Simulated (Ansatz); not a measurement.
Reaction (redistribution): `[F][GeH]1[O][SiH2]1` + `B/C=C(\C)O` → `[CH3][GeH]1[O][SiH2]1` + `B/C=C(/O)F`

Calculated with Ansatz (gas phase, PBE0-D4/def2-TZVP geometries, no zero-point term in ΔE). CBS: MP2 limit from def2 TZ/QZ plus the TZ coupled-cluster correction, frozen cores. Double bonds are as drawn, so ΔE can hold a change between cis and trans. For Ge outer-core shells are correlated without core-valence functions, which leaves a few kJ/mol of doubt a bond. Scalar relativity is left out up to krypton. Each species was taken in one conformer, which may not be the lowest.

`[F][GeH]1[O][SiH2]1`:

Z-matrix (Å, degrees):
```
Ge
O 1 1.871
Si 1 2.260 2 45.9
F 1 1.737 2 107.3 3 113.4
H 1 1.533 2 109.8 3 -133.4
H 3 1.482 1 121.0 2 103.9
H 3 1.483 1 123.3 2 -102.2
```

`B/C=C(\C)O`:

Z-matrix (Å, degrees):
```
C
C 1 1.488
H 1 1.095 2 110.0
H 1 1.095 2 110.0 3 118.5
H 1 1.086 2 111.4 3 -120.8
C 2 1.355 1 126.9 3 121.1
O 2 1.345 1 114.7 3 -59.0
B 6 1.506 2 124.9 1 -0.1
H 6 1.088 2 114.2 1 179.9
H 7 0.962 2 110.2 1 0.1
H 8 1.198 6 120.3 2 179.9
H 8 1.200 6 122.0 2 -0.1
```

`[CH3][GeH]1[O][SiH2]1`:

```xyz
10

C     1.435   -0.662   -0.843
Ge    0.410    0.185    0.575
O    -0.877    1.336   -0.201
Si   -1.844    0.300    0.649
H     0.769   -1.205   -1.513
H     2.162   -1.357   -0.418
H     1.967    0.106   -1.406
H     1.301    1.027    1.509
H    -2.601    0.869    1.793
H    -2.721   -0.599   -0.146
```

`B/C=C(/O)F`:

```xyz
9

B     0.968   -0.529    1.240
C     0.531   -0.324   -0.189
C    -0.593    0.334   -0.520
O    -1.021    0.542   -1.752
F    -1.418    0.860    0.372
H     0.314   -0.104    2.147
H     1.979   -1.124    1.476
H     1.090   -0.690   -1.043
H    -1.850    1.036   -1.730
```

```json
{"species": "`[F][GeH]1[O][SiH2]1`", "CCSD(T)/def2-TZVPP energy (Eh)": "-2541.38337"}
{"species": "`B/C=C(\\C)O`", "CCSD(T)/def2-TZVPP energy (Eh)": "-218.19986"}
{"species": "`[CH3][GeH]1[O][SiH2]1`", "CCSD(T)/def2-TZVPP energy (Eh)": "-2481.45116"}
{"species": "`B/C=C(/O)F`", "CCSD(T)/def2-TZVPP energy (Eh)": "-278.09800"}
```

Work out ΔE.

ΔE = (-2481.45116) + (-278.09800) − (-2541.38337) − (-218.19986) = 0.03407 Eh = +0.93 eV. CCSD(T)/CBS gives +0.97 eV.

Largest T1 diagnostic among the species: 0.014.
